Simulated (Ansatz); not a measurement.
One change: `BB(O)Br` becomes `CB(O)Br`.

Ansatz, PBE0-D4/def2-TZVP geometries, multiplicity 1. Each molecule was computed in one conformer, which needn't be the lowest.

Scalar relativity is left out up to krypton.

```json
{"property": "ideal-gas entropy at 298 K and 1 bar (rigid rotor, harmonic PBE0-D4/def2-TZVP) / J/(mol·K)", "`BB(O)Br`": "316"}
{"property": "LUMO energy (PBE/def2-TZVPP) / eV", "`BB(O)Br`": "-2.96"}
{"property": "size of the dipole moment (B3LYP/def2-TZVPP) / D", "`BB(O)Br`": "1.26"}
{"property": "LUMO energy (PBE0/def2-TZVPP) / eV", "`BB(O)Br`": "-1.97"}
{"property": "HOMO energy (B3LYP/def2-TZVPP) / eV", "`BB(O)Br`": "-8.07"}
{"property": "size of the dipole moment (ωB97M-V/def2-TZVPP) / D", "`BB(O)Br`": "1.28"}
```

Question: Give the same properties after the change, and the shifts. (Best estimate.)

Answer: The calculation gave: 
```csv
property,`CB(O)Br`,shift
"ideal-gas entropy at 298 K and 1 bar (rigid rotor, harmonic PBE0-D4/def2-TZVP) / J/(mol·K)",317,1
LUMO energy (PBE/def2-TZVPP) / eV,-1.04,1.92
size of the dipole moment (B3LYP/def2-TZVPP) / D,0.72,-0.54
LUMO energy (PBE0/def2-TZVPP) / eV,-0.04,1.93
HOMO energy (B3LYP/def2-TZVPP) / eV,-8.03,0.04
size of the dipole moment (ωB97M-V/def2-TZVPP) / D,0.76,-0.52
```

The zero-point energy changes by 44.5 kJ/mol with +3 modes. Dipoles are sizes alone; their direction can turn.

B3LYP here is the variant with VWN-RPA as its local correlation; programs differ in this.

Spin–orbit coupling is left out; it splits and shifts lone-pair levels of the heavy atoms by tenths of an eV.
